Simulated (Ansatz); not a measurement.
The cluster ReAu₆⁻, relaxed as a singlet with RKS B3LYP-D4/def2-SVPD in Ansatz, starting from the GFN1-xTB geometry. Force threshold 0.02 eV/Å.

In the def2 sets Au, Re take a core potential; there is no spin–orbit coupling. The structure comes from a short search, and lower isomers may exist.

Start:

```xyz
7

Re    0.005   -0.001   -0.002
Au    0.417   -0.744    2.341
Au    2.464    0.249    0.339
Au    0.963   -1.836   -1.367
Au   -0.420    0.755   -2.338
Au   -0.971    1.835    1.351
Au   -2.459   -0.258   -0.323
```

(1) Estimate the energy that the relaxation releases and the steps that it takes.

(2) Does the start keep its bonding and symmetry?

(3) Predict the relaxed structure.

Results:

(1) 34.9 kcal/mol, in 23 steps; 5.9 min on 4 threads of Arm Neoverse V2 on a shared host. The force fell under the threshold at step 22, but the optimiser went on. No frequencies were taken in this run, so the end may be a saddle point.

(2) Bonds lost: Au2–Au6, Au3–Au4, Au6–Au7 (atoms count from 1). Bonds formed: Au2–Au7, Au5–Au6 (atoms count from 1). The end is the same structure that another start reached, the lowest one found. Point group Ci at the start, Cs at the end, both within 0.05 Å.

(3) 
Cartesian coordinates in Å:
```
Re 0.435 0.068 0.070
Au -0.112 -1.189 2.326
Au 2.642 -0.063 1.426
Au 0.811 -1.171 -2.149
Au -1.541 0.561 -1.861
Au -0.084 2.558 -0.288
Au -2.152 -0.765 0.476
```
Bond lengths (bridged metal pairs left out): 6 × Au–Re 2.57 to 2.81 Å; 5 × Au–Au 2.76 to 3.11 Å.
